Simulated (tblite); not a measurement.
Method: GFN2-xTB as coded in tblite; computed harmonic values from a numerical Hessian at the method's own geometry, unscaled. The method is semi-empirical: single wavenumbers can be off by several per cent or more. Modes of hydrogen on aluminium and silicon can be 10 to 20 % off. One conformer each. Open shells enter through the occupations alone, without spin polarisation, and single modes of such species can be off by tens of per cent. Thermal functions are those of the rigid rotor and harmonic oscillator, without mixing of conformers.

Question: Order these by their ideal-gas entropy at 298.15 K and 1 bar, highest first (J/(mol K)).
A. `CC(C)[SiH2]CC(F)(F)Cl`
B. `CC1=N[CH]CC1` [radical]
C. `C#C[C@@H](C)[C@]1(F)C=COC1`
D. `C#CC[C@H](CNC)N[SiH3]`
E. `CCC/C(C)=C(/[SiH3])CF`
F. `C[S@@+]([AlH3-])CC(F)F`

Answer: E (471.1), D (467.6), A (464.1), F (423.4), C (409.1), B (331.3).

```
                    SMILES  atoms  mass (u)  symmetry number  modes under 300 cm⁻¹  ZPE (kJ/mol)  S translation (J/(mol K))  S rotation  S vibration  S spin      S     Cp
     CCC/C(C)=C(/[SiH3])CF     24    146.09                1                    11         517.2                      171.0       127.0        173.1     0.0  471.1  198.3
     C#CC[C@H](CNC)N[SiH3]     23    142.09                1                    10         486.8                      170.7       127.9        169.0     0.0  467.6  198.5
     CC(C)[SiH2]CC(F)(F)Cl     20    172.03                1                    10         390.6                      173.1       128.3        162.7     0.0  464.1  189.9
    C[S@@+]([AlH3-])CC(F)F     16    142.02                1                     9         279.6                      170.7       122.9        129.9     0.0  423.4  162.6
C#C[C@@H](C)[C@]1(F)C=COC1     19    140.06                1                     7         384.3                      170.5       122.6        116.0     0.0  409.1  166.4
              CC1=N[CH]CC1     14     82.07                1                     3         305.6                      163.8       109.0         52.7     5.8  331.3  101.3
```

Entropies and Cp are for 298.15 K and 1 bar.
